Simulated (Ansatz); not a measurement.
```yaml
crystal:
  periodic: [false, false, false]
  atoms:
    - {symbol: Rb, position_ang: [0.683270, -1.535341, -1.150816]}
    - {symbol: Rb, position_ang: [-3.123577, 0.399460, -1.290275]}
    - {symbol: H, position_ang: [1.967109, 0.299865, 1.386776]}
    - {symbol: H, position_ang: [-0.796893, 0.378691, -0.094195]}
    - {symbol: H, position_ang: [1.270091, 0.457315, 1.148510]}
basis:
  gaussian: {orbitals: def2-mTZVPP, final_grid: {core_spheres: 1, valence_spheres: 1, degree: 5}}
magnetization: {spin_polarized: true, initial_magnetization: 1}
hamiltonian: {xc: {name: wB97M-V}}
output: {forces: true}
```

```sh
$ ansatz run in.yaml --threads 4 --pin off --events-out ev --progress --plain --max-ram 3916MiB
```

Shortened log:

```
Functional definition: wB97M-V
828 factors; integrals over basis functions are off by at most 6.7e-4 eV
381 factors; integrals over basis functions are off by at most 4.1e-5 eV
mean field evaluation 1: about -1353.6763 eV, gradient 9.4e0 eV
mean field evaluation 2: about -1354.5852 eV, gradient 3.3e0 eV
mean field evaluation 4: about -1354.6814 eV, gradient 4.7e-1 eV
mean field evaluation 8: about -1350.8936 eV, gradient 9.9e-2 eV
mean field evaluation 16: about -1350.8941 eV, gradient 6.3e-4 eV
mean field evaluation 32: about -1349.8790 eV, gradient 3.7e0 eV
mean field -1350.89412597 eV, -49.6444434606 hartree, gradient 6.7e-7 eV, S^2 0.751082; 4 other end points of the search recorded, 0 dependent functions left out
reference -1350.89412356 eV, -49.6444433718 hartree; 11, 10 occupied and 70, 71 virtual orbitals, 828 factors
Total energy: -1350.89412356 eV, -49.6444433718 hartree
Atom 0 at     0.683270    -1.535341    -1.150816 Å, force     0.130114    -0.291986    -0.219599 eV/Å
Atom 1 at    -3.123577     0.399460    -1.290275 Å, force    -0.469410     0.014673    -0.217733 eV/Å
Atom 2 at     1.967109     0.299865     1.386776 Å, force     0.401646    -0.018576     0.258638 eV/Å
Atom 3 at    -0.796893     0.378691    -0.094195 Å, force     0.339306     0.201239     0.360975 eV/Å
Atom 4 at     1.270091     0.457315     1.148510 Å, force    -0.401656     0.094650    -0.182281 eV/Å
Dipole moment:     0.074786     0.068497     0.103868 e Å
```

What is wrong with this run?

The integration grid is far too coarse. Self-consistency was reached. The result belongs to that input, not to the species as meant.
